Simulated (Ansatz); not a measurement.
Species: C3 (charge 0, singlet). SMILES: [C]=C=[C]
Structure (B3LYP-D3(BJ)/def2-TZVP (Ansatz, a first-principles code) minimum search):
```
C
C 1 1.2873
C 1 1.2873 2 180.00
```

Atomisation energy built up term by term with Ansatz (kcal/mol; UHF references for open shells; valence terms freeze the core; atomic spin-orbit terms are left out). Basis-set limits of correlation are two-point, X^-3; Hartree-Fock from the larger set.

The Hartree-Fock reference is unstable (checked in the largest basis), which strains HF and MP2. 

```csv
term,basis,kcal/mol
Hartree-Fock,aug-cc-pVQZ,198.38
CCSD correlation,"CBS(aug-cc-pVTZ,aug-cc-pVQZ)",[?]
(T),"CBS(aug-cc-pVTZ,aug-cc-pVQZ)",[?]
CCSDT - CCSD(T),cc-pVDZ,-0.16
core correlation,cc-pwCVTZ,1.98
scalar relativity (X2C),cc-pVTZ-DK against cc-pVTZ,-0.19
sum: De,,[?]
```

Question: Fill in the missing entries.

Answer: 
- CCSD correlation, kcal/mol: 102.76
- (T), kcal/mol: 17.45
- sum: De, kcal/mol: 320.2
